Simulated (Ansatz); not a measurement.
CN2, SMILES `[N]C#N` (lower triplet) (charge 0, multiplicity 3). The linear singlet lies higher and needs more than one determinant, so no gap is given.

Cartesian coordinates (Å):
```xyz
3

N      1.2135     0.1610     0.0000
C      0.0000     0.0000     0.0000
N     -1.2135    -0.1610     0.0000
```
Charge 0, spin multiplicity 3.

Frozen-core energies in 6-31g from Ansatz (an electronic-structure program) at a geometry from B3LYP-D3(BJ)/def2-TZVP; the HF reference has <S^2> = 2.43 and the T1 diagnostic is 0.047.

```
level  energy (Ha)
-----  -----------
HF      -146.65002
MP2     -146.85754
CCSD    -146.90134
```

### Question
Estimate the energies of CCSD(T), CCSDT, CCSDT(Q) and CCSDTQ, and give each level's difference from CCSDTQ.

### Answer

```json
[
 {"level": "MP2", "energy (Ha)": "-146.85754", "difference from CCSDTQ (mHa)": "54.66"},
 {"level": "CCSD", "energy (Ha)": "-146.90134", "difference from CCSDTQ (mHa)": "10.86"},
 {"level": "CCSD(T)", "energy (Ha)": "-146.90968", "difference from CCSDTQ (mHa)": "2.52"},
 {"level": "CCSDT", "energy (Ha)": "-146.91092", "difference from CCSDTQ (mHa)": "1.28"},
 {"level": "CCSDT(Q)", "energy (Ha)": "-146.91221", "difference from CCSDTQ (mHa)": "-0.01"},
 {"level": "CCSDTQ", "energy (Ha)": "-146.91220", "difference from CCSDTQ (mHa)": "0.00"}
]
```
